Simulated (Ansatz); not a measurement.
The cluster Si4Ni⁺, relaxed as a doublet with UKS PBE-D4/def2-SVP in Ansatz, starting from the GFN1-xTB geometry. Force threshold 0.02 eV/Å.

Another isomer (doublet) lies 0.46 eV lower at PBE0-D4/def2-TZVP; other spin states weren't run for this one.

Start:

```xyz
5

Ni    1.638    0.366    0.503
Si    0.303   -0.372   -1.224
Si   -1.821    0.671   -1.168
Si   -0.614    0.777    0.864
Si    0.495   -1.443    1.025
```

```json
{"step": "1", "energy (eV)": "-72508.0660", "largest force component (eV/Å)": "0.485", "SCF passes": "78"}
{"step": "2", "energy (eV)": "-72508.0946", "largest force component (eV/Å)": "0.332", "SCF passes": "41"}
{"step": "3", "energy (eV)": "-72508.1080", "largest force component (eV/Å)": "0.196", "SCF passes": "44"}
{"step": "4 (rejected)", "energy (eV)": "-72508.1038", "largest force component (eV/Å)": "0.302", "SCF passes": "61"}
{"step": "5", "energy (eV)": "-72508.1136", "largest force component (eV/Å)": "0.058", "SCF passes": "50"}
{"step": "6", "energy (eV)": "-72508.1146", "largest force component (eV/Å)": "0.019", "SCF passes": "40"}
```

Force components are those of the run's own axes.

End:

```xyz
5

Ni    1.582    0.404    0.459
Si    0.270   -0.402   -1.174
Si   -1.792    0.758   -1.206
Si   -0.615    0.710    0.854
Si    0.554   -1.471    1.068
```

By distances, no bond broke or formed. The bond that changes most is Si2–Si4, from 2.55 to 2.48 Å (atoms count from 1).

No frequencies were taken in this run, so the end may be a saddle point.

Hardware: 4 threads of Arm Neoverse V1 on a shared host. Wall time 16 s.
